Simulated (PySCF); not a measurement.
A side-by-side comparison of computed properties.

First species: C6H6O2.
Geometry (GFN2-xTB, Å), atoms numbered from 1 in this order:
```
atom  x, y, z in Å
C1     2.862    1.674    0.366
C2     2.406    0.625   -0.005
C3     1.963   -0.627   -0.458
C4     0.682   -1.019   -0.479
C5    -0.428   -0.170   -0.025
O6    -0.347    0.951    0.412
O7    -1.599   -0.824   -0.162
C8    -2.755   -0.111    0.242
H9     3.216    2.604    0.699
H10    2.742   -1.296   -0.806
H11    0.402   -1.997   -0.839
H12   -2.688    0.151    1.300
H13   -2.856    0.809   -0.339
H14   -3.600   -0.771    0.064
```

Second species: tetrahydropyran, C5H10O.
SMILES: `C1CCOCC1`

Levels: PBE0/pcSseg-1 for dipole moment, HOMO energy, LUMO energy and HOMO–LUMO gap; GFN2-xTB for rotational constant A and rotational constant C. Geometries: GFN2-xTB. All species are isolated and taken at one optimised geometry, non-relativistic unless stated; the electronic structure was computed with PySCF and density fitting.

Dipoles, sizes and rotational constants follow the conformer. The torsions of the flexible species, by atom-mapped SMILES:
- `[CH:1]#[C:2]/[CH:3]=[CH:4]\[C:5](=[O:6])[O:7][CH3:8]`: C3–C4–C5–O6 0°, C4–C5–O7–C8 180°

Values for the first species:

- Dipole moment: 1.25 D
- HOMO energy: -7.45 eV
- LUMO energy: -1.98 eV
- HOMO–LUMO gap: 5.47 eV
- Rotational constant A: 5.531 GHz
- Rotational constant C: 1.000 GHz

(1) Estimate the same properties for the second species, and the change in each.

Results:

(1) 
```csv
property,first,second,second less first
dipole moment,1.25 D,1.47 D,+0.22 D
HOMO energy,-7.45 eV,-7.13 eV,+0.32 eV
LUMO energy,-1.98 eV,1.56 eV,+3.54 eV
HOMO–LUMO gap,5.47 eV,8.69 eV,+3.22 eV
rotational constant A,5.531 GHz,4.744 GHz,-0.787 GHz
rotational constant C,1.000 GHz,2.631 GHz,+1.631 GHz
```

On the first: A dipole of 1.25 D is allowed in Cs, and pure rotational transitions are dipole-allowed. The dipole matches unit charges of opposite sign 0.26 Å apart (1 e·Å = 4.8032 D).

On the second: In atomic units the dipole is 0.58 e·bohr (1 au = 2.5417 D).
